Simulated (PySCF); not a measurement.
Ligands exchanged one at a time, B OH-NH2. Gas-phase values, no solvent. One relaxed conformer stands for each flexible species; it need not be the lowest. Strings in code marks are SMILES.

These are CAM-B3LYP-D3(BJ)/def2-TZVP (PySCF) values and carry that method's errors. Excitations are Tamm–Dancoff values on a coarser integration grid. The basis has no diffuse functions, so Rydberg states are missing or too high.

| species | S1–T1 gap (TDA) (eV) | S1 oscillator strength | T1 excitation (TDA) (eV) | HOMO (eV) |
|---|---|---|---|---|
| 0 of 3 OH replaced by NH2 | 0.35 | 0.000 | 7.56 | [?] |
| 1 of 3 OH replaced by NH2 (`NB(O)O` (O–B–O–H torsion 0°, O–B–O–H torsion 180°)) | 0.35 | 0.014 | 6.40 | -9.07 |
| 2 of 3 OH replaced by NH2 (`NB(N)O` (N–B–O–H torsion 180°)) | 0.33 | 0.001 | 5.92 | [?] |
| 3 of 3 OH replaced by NH2 | 0.34 | [?] | [?] | -7.99 |

Q: Complete the blanks.

A: 
- 0 of 3 OH replaced by NH2, HOMO (eV): -10.70
- 2 of 3 OH replaced by NH2 (`NB(N)O` (N–B–O–H torsion 180°)), HOMO (eV): -8.27
- 3 of 3 OH replaced by NH2, S1 oscillator strength: 0.000
- 3 of 3 OH replaced by NH2, T1 excitation (TDA) (eV): 5.81
